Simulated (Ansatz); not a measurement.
Consider the ligand exchange at a Ge–C bond: `[AlH2][CH2][GeH3]` + silanol → `[SiH3][O][GeH3]` + `[CH3][AlH2]`.

Calculated with Ansatz (gas phase, PBE0-D4/def2-TZVP geometries, no zero-point term in ΔE). CCSD(T)/CBS is the MP2 limit (def2-TZVPP, def2-QZVPP) plus CCSD(T) − MP2 in def2-TZVPP, frozen cores. This one scheme is used for every species. Functionals use def2-TZVPP. For Ge outer-core shells are correlated without core-valence functions, which leaves a few kJ/mol of doubt a bond. Scalar relativity is left out up to krypton.

```csv
level,ΔE (eV)
PBE-D4,-0.35
BLYP,-0.47
```

Task: What does CCSD(T)/CBS give? (Estimate.)

Result: The calculation gave: -0.38 eV. The listed levels differ from it by 0.03, -0.09 eV.

Largest T1 diagnostic among the species: 0.012.

In def2-TZVPP, CCSD(T) changes the Hartree–Fock value by +0.21 eV (the triples alone add +0.02 eV) and MP2 by +0.22 eV. At CCSD(T), def2-SVP lies −0.13 eV from the extrapolated value and def2-TZVPP −0.03 eV. From BLYP to BHLYP (50 % exact exchange), in def2-TZVPP and without D4, ΔE moves by −0.04 eV.
